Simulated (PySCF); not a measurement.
# Assignment exercise: C5H2FNO

Mapped SMILES: `[N:1]#[C:2][c:3]1[cH:4][o:5][c:6]([F:7])[cH:8]1`. Hydrogens are named by the atom that carries them.

PySCF 2.14 calculation with structure optimised with GFN2-xTB and NMR shieldings at PBE0/pcSseg-1/GIAO; relativity neglected, one conformer, no solvent.

Chemical shifts δ = σref − σ; 13C (σ = 186.93 ppm), 1H (σ = 31.72 ppm) against TMS, all at this level.

**Question.** Assign these signals to the numbered atoms. 13C{1H} NMR (computed): δ 168.4, 145.8, 117.1, 106.8, 94.0.

**Answer.** 
168.4 → C6, aromatic carbon bearing fluorine: σ withdrawal by the attached heteroatom moves it downfield of the ring CH carbons
145.8 → C4, aromatic CH next to the ring oxygen
117.1 → C2, nitrile carbon: C≡N carbons fall here, among the sp2 signals but without a proton
106.8 → C3, substituted aromatic carbon
94.0 → C8, aromatic CH

**Question.** Assign these signals to the numbered atoms. 1H NMR (400 MHz, computed): δ 7.43 (m, 1H), 6.03 (m, 1H).

**Answer.** 
7.43 → H(C4), hydrogen on an aromatic CH next to the ring oxygen: ring-current deshielding
6.03 → H(C8), hydrogen on an aromatic CH: it sits in the deshielding region of the aromatic ring current

Splittings by 19F in the carbon and heteronuclear signals aren't shown, as no couplings were computed. Shifts are as computed. Against solution values, carbons near 30 ppm lie about +3 ppm off and those near 130 ppm about +5 ppm. Of 1211 compounds with measured shifts, 218 miss one by over three times the rms of a fit or turn the order of signals round; such compounds aren't used in these exercises. Multiplicities follow the n + 1 count of equivalent neighbours, as no J values were calculated; m marks all less simple cases, F and P coupling included.
